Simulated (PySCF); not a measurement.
C₃H₉B. Atoms are numbered in the order given.

```xyz
13

B      0.0006     0.0108     0.0113
C      1.5163    -0.1448    -0.3905
H      1.9492    -1.1191    -0.1088
H      2.0647     0.6084     0.2126
H      1.7444     0.0695    -1.4466
C     -0.5469    -0.6908     1.3119
H     -1.1072    -1.5853     0.9697
H     -1.2814    -0.0772     1.8599
H      0.2268    -1.0484     2.0094
C     -0.9684     0.8403    -0.9157
H     -1.9333     1.1179    -0.4638
H     -1.1874     0.2070    -1.7991
H     -0.4848     1.7444    -1.3245
```
Charge 0, spin multiplicity 1.

The structure is a stationary point at B3LYP-D3(BJ)/def2-SVP. The isomer is the one that the SMILES or the coordinates give; other isomers of the formula were not compared.

All values below come from B3LYP-D3(BJ)/def2-SVP (PySCF).

Frequencies are harmonic and unscaled.

```json
[
 {"mode": "1", "ν (cm⁻¹)": "24", "IR (km/mol)": "0.6", "Raman (Å⁴/amu)": "0.1", "depolarisation": "0.57", "moving atoms (share of kinetic energy)": "H 96 %"},
 {"mode": "2", "ν (cm⁻¹)": "78", "IR (km/mol)": "0.7", "Raman (Å⁴/amu)": "0.4", "depolarisation": "0.75", "moving atoms (share of kinetic energy)": "H 94 %"},
 {"mode": "3", "ν (cm⁻¹)": "130", "IR (km/mol)": "1.5", "Raman (Å⁴/amu)": "0.4", "depolarisation": "0.75", "moving atoms (share of kinetic energy)": "H 96 %"},
 {"mode": "4", "ν (cm⁻¹)": "317", "IR (km/mol)": "0.3", "Raman (Å⁴/amu)": "0.3", "depolarisation": "0.74", "moving atoms (share of kinetic energy)": "H 47 %, C 42 %, B 11 %"},
 {"mode": "5", "ν (cm⁻¹)": "319", "IR (km/mol)": "0.4", "Raman (Å⁴/amu)": "0.3", "depolarisation": "0.75", "moving atoms (share of kinetic energy)": "H 47 %, C 43 %, B 10 %"},
 {"mode": "6", "ν (cm⁻¹)": "356", "IR (km/mol)": "0.4", "Raman (Å⁴/amu)": "0.1", "depolarisation": "0.74", "moving atoms (share of kinetic energy)": "H 58 %, B 33 %, C 9 %"},
 {"mode": "7", "ν (cm⁻¹)": "627", "IR (km/mol)": "0.4", "Raman (Å⁴/amu)": "1.8", "depolarisation": "0.13", "moving atoms (share of kinetic energy)": "H 68 %, C 32 %"},
 {"mode": "8", "ν (cm⁻¹)": "648", "IR (km/mol)": "1.0", "Raman (Å⁴/amu)": "1.5", "depolarisation": "0.23", "moving atoms (share of kinetic energy)": "H 77 %, C 23 %"},
 {"mode": "9", "ν (cm⁻¹)": "711", "IR (km/mol)": "0.4", "Raman (Å⁴/amu)": "6.5", "depolarisation": "0.05", "moving atoms (share of kinetic energy)": "C 53 %, H 47 %"},
 {"mode": "10", "ν (cm⁻¹)": "819", "IR (km/mol)": "0.1", "Raman (Å⁴/amu)": "0.6", "depolarisation": "0.11", "moving atoms (share of kinetic energy)": "H 81 %, C 19 %"},
 {"mode": "11", "ν (cm⁻¹)": "860", "IR (km/mol)": "3.2", "Raman (Å⁴/amu)": "2.3", "depolarisation": "0.75", "moving atoms (share of kinetic energy)": "H 60 %, C 33 %"},
 {"mode": "12", "ν (cm⁻¹)": "870", "IR (km/mol)": "1.3", "Raman (Å⁴/amu)": "2.9", "depolarisation": "0.75", "moving atoms (share of kinetic energy)": "H 61 %, C 34 %"},
 {"mode": "13", "ν (cm⁻¹)": "975", "IR (km/mol)": "33.6", "Raman (Å⁴/amu)": "0.8", "depolarisation": "0.75", "moving atoms (share of kinetic energy)": "H 39 %, B 38 %, C 23 %"},
 {"mode": "14", "ν (cm⁻¹)": "1169", "IR (km/mol)": "53.4", "Raman (Å⁴/amu)": "3.4", "depolarisation": "0.75", "moving atoms (share of kinetic energy)": "B 49 %, H 43 %, C 8 %"},
 {"mode": "15", "ν (cm⁻¹)": "1171", "IR (km/mol)": "50.2", "Raman (Å⁴/amu)": "3.6", "depolarisation": "0.75", "moving atoms (share of kinetic energy)": "B 49 %, H 43 %, C 8 %"},
 {"mode": "16", "ν (cm⁻¹)": "1302", "IR (km/mol)": "0.8", "Raman (Å⁴/amu)": "8.5", "depolarisation": "0.57", "moving atoms (share of kinetic energy)": "H 78 %, C 22 %"},
 {"mode": "17", "ν (cm⁻¹)": "1321", "IR (km/mol)": "120.3", "Raman (Å⁴/amu)": "2.0", "depolarisation": "0.75", "moving atoms (share of kinetic energy)": "H 60 %, C 28 %, B 12 %"},
 {"mode": "18", "ν (cm⁻¹)": "1325", "IR (km/mol)": "118.6", "Raman (Å⁴/amu)": "1.0", "depolarisation": "0.74", "moving atoms (share of kinetic energy)": "H 58 %, C 29 %, B 13 %"},
 {"mode": "19", "ν (cm⁻¹)": "1418", "IR (km/mol)": "0.6", "Raman (Å⁴/amu)": "11.1", "depolarisation": "0.74", "moving atoms (share of kinetic energy)": "H 95 %"},
 {"mode": "20", "ν (cm⁻¹)": "1420", "IR (km/mol)": "1.2", "Raman (Å⁴/amu)": "16.8", "depolarisation": "0.75", "moving atoms (share of kinetic energy)": "H 94 %"},
 {"mode": "21", "ν (cm⁻¹)": "1427", "IR (km/mol)": "1.0", "Raman (Å⁴/amu)": "25.6", "depolarisation": "0.75", "moving atoms (share of kinetic energy)": "H 94 %"},
 {"mode": "22", "ν (cm⁻¹)": "1442", "IR (km/mol)": "3.0", "Raman (Å⁴/amu)": "13.0", "depolarisation": "0.75", "moving atoms (share of kinetic energy)": "H 91 %"},
 {"mode": "23", "ν (cm⁻¹)": "1449", "IR (km/mol)": "1.2", "Raman (Å⁴/amu)": "12.5", "depolarisation": "0.75", "moving atoms (share of kinetic energy)": "H 93 %"},
 {"mode": "24", "ν (cm⁻¹)": "1456", "IR (km/mol)": "7.4", "Raman (Å⁴/amu)": "5.7", "depolarisation": "0.75", "moving atoms (share of kinetic energy)": "H 94 %"},
 {"mode": "25", "ν (cm⁻¹)": "2993", "IR (km/mol)": "2.5", "Raman (Å⁴/amu)": "54.6", "depolarisation": "0.06", "moving atoms (share of kinetic energy)": "H 96 %"},
 {"mode": "26", "ν (cm⁻¹)": "2995", "IR (km/mol)": "0.9", "Raman (Å⁴/amu)": "80.1", "depolarisation": "0.07", "moving atoms (share of kinetic energy)": "H 96 %"},
 {"mode": "27", "ν (cm⁻¹)": "3000", "IR (km/mol)": "1.6", "Raman (Å⁴/amu)": "270.7", "depolarisation": "0.02", "moving atoms (share of kinetic energy)": "H 96 %"},
 {"mode": "28", "ν (cm⁻¹)": "3067", "IR (km/mol)": "7.4", "Raman (Å⁴/amu)": "100.3", "depolarisation": "0.59", "moving atoms (share of kinetic energy)": "H 92 %, C 8 %"},
 {"mode": "29", "ν (cm⁻¹)": "3068", "IR (km/mol)": "12.2", "Raman (Å⁴/amu)": "116.7", "depolarisation": "0.50", "moving atoms (share of kinetic energy)": "H 92 %"},
 {"mode": "30", "ν (cm⁻¹)": "3070", "IR (km/mol)": "26.2", "Raman (Å⁴/amu)": "51.0", "depolarisation": "0.36", "moving atoms (share of kinetic energy)": "H 92 %"},
 {"mode": "31", "ν (cm⁻¹)": "3111", "IR (km/mol)": "0.8", "Raman (Å⁴/amu)": "40.7", "depolarisation": "0.68", "moving atoms (share of kinetic energy)": "H 90 %, C 10 %"},
 {"mode": "32", "ν (cm⁻¹)": "3113", "IR (km/mol)": "32.2", "Raman (Å⁴/amu)": "90.8", "depolarisation": "0.75", "moving atoms (share of kinetic energy)": "H 91 %, C 9 %"},
 {"mode": "33", "ν (cm⁻¹)": "3114", "IR (km/mol)": "39.7", "Raman (Å⁴/amu)": "112.1", "depolarisation": "0.75", "moving atoms (share of kinetic energy)": "H 91 %, C 9 %"}
]
```
